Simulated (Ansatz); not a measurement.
Worked example: Ta(OH)5 → Ta(OH)3O + H2O

Species: Ta(OH)5, singlet; Ta(OH)3O, singlet; H2O (water) `O`, singlet. 

Shapes, held fixed at every level: PBE0-D4/def2-TZVP. Flexible molecules stand in one conformer, not always the lowest. Programs: Ansatz 0.2.0. The zero-point and thermal change to 298 K, harmonic and unscaled (PBE0-D4/def2-TZVP), is -5.0 kJ/mol.

At CCSD(T)/def2-TZVPP; 1 Eh = 2625.50 kJ/mol:

```
 species  energy (Eh)
 Ta(OH)5  -435.747118
Ta(OH)3O  -359.371683
     H2O   -76.337011
```

**Question.** Work out ΔH(298 K) of the reaction at this level.

**Answer.** 
1. Products less reactants: (-359.371683) + (-76.337011) − [(-435.747118)] = 0.038424 Eh = +100.9 kJ/mol.
2. With the thermal change: +100.9 + (-5.0) = +95.9 kJ/mol.

Other levels give +93.5 (B3LYP-D4/def2-TZVPP) to +124.5 kJ/mol (HF/def2-SVP). No measured value is set beside it here. For atoms past krypton def2 sets carry core potentials with scalar relativity. Correlated rows may include outer-core shells of Ta, which these sets cover unevenly.
